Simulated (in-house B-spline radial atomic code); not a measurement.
## Ionising N II (N+) with different functionals

Computed with an all-electron radial atomic-structure program (B-spline basis): non-relativistic Hamiltonian, point nucleus, spin-polarised at highest spin, spherical fractional occupations for the functionals, and exact exchange of hybrids averaged over the configuration. The ionisation energy is the difference of two self-consistent energies, [He] 2s2 2p2 → [He] 2s2 2p1, without Breit or QED terms; ε is the level of the shell that loses the electron (its least bound occupied spin orbital).

```
   method                    rung  ΔSCF (eV)  -ε(2p) (eV)
     PBE0           global hybrid      30.05        24.25
    B3LYP           global hybrid      30.16        23.85
    TPSSh           global hybrid      30.15        23.06
   M06-2X           global hybrid      29.63        26.30
BHandHLYP           global hybrid      29.94        26.36
  r2SCAN0           global hybrid      30.27        24.61
    B97-1           global hybrid      29.94        23.78
    HSE06  range-separated hybrid      30.06        23.85
    wB97X  range-separated hybrid      29.93        26.79
CAM-B3LYP  range-separated hybrid      30.16        25.82
  LC-wPBE  range-separated hybrid      30.27        27.34
```

(1) Among the functionals, which spreads more, the ΔSCF values or the orbital energies?

(2) How do they compare with the NIST value?

## Answers

(1) The orbital energies: ΔSCF values span about 0.64 eV and the orbital energies 4.29 eV; here energy differences depend much less on the functional than eigenvalues do.

(2) NIST lists 29.601 eV (semi-empirical, ground level to ground level). Errors run from +0.02 to +0.67 eV; M06-2X is closest (+0.02 eV), but part of that can be cancellation, since the calculations leave out relativity, Breit-QED terms, multiplet and fine-structure energies.
